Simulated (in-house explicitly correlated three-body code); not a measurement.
The numbers below are computed, except where a source is named.
Two electrons around a charge Z: functional-driven and density-driven errors

The exact non-relativistic ground state comes from a variational code in 260 exponentially correlated functions, the Kohn-Sham parts from inverting its density (past Z = 6 the correlation energy is taken as exact minus Hartree-Fock, equal to within microhartrees), and self-consistent runs (Hartree-Fock is restricted) from a B-spline radial code. Z may be fractional; the second electron is bound down to Z = 0.911.

The total error of a self-consistent run is the error on the exact density (functional-driven) plus the energy gained by relaxing to the functional's own density (density-driven, never positive). «Unbound» marks a run whose level isn't bound or that didn't converge.

```csv
Z,M06-L functional (mEh),M06-L density (mEh),PBEsol functional (mEh),PBEsol density (mEh),RPBE functional (mEh),RPBE density (mEh)
1.015,+2.20,unbound,+13.50,unbound,-6.57,unbound
1.32,-2.18,-2.31,+22.95,-0.71,-6.77,-0.86
1.84,-8.25,-2.27,+41.15,-0.94,-6.22,-1.02
2.54,?,?,?,?,?,?
3.32,-23.73,-2.28,+96.97,-1.20,-3.08,-1.25
4.4,?,?,?,?,?,?
6,-48.84,-2.33,+201.6,-1.36,+3.79,-1.40
8.1,-67.13,-2.34,+284.4,-1.41,+9.35,-1.45
```

(1) What belongs in the row Z = 2.54?

(2) What belongs in the row Z = 4.4?

(3) Which part of the error is larger?

## Answers

(1) M06-L functional (mEh): -15.78; M06-L density (mEh): -2.29; PBEsol functional (mEh): +67.15; PBEsol density (mEh): -1.10; RPBE functional (mEh): -4.88; RPBE density (mEh): -1.16.

(2) M06-L functional (mEh): -34.18; M06-L density (mEh): -2.30; PBEsol functional (mEh): +138.9; PBEsol density (mEh): -1.29; RPBE functional (mEh): -0.38; RPBE density (mEh): -1.33.

(3) M06-L: functional-driven -67.13, density-driven -2.34 mEh at Z = 8.1; PBEsol: functional-driven +284.4, density-driven -1.41 mEh at Z = 8.1; RPBE: functional-driven +9.35, density-driven -1.45 mEh at Z = 8.1. The density-driven part is second order in the error of the density, so it stays small unless the second electron is loosely bound.
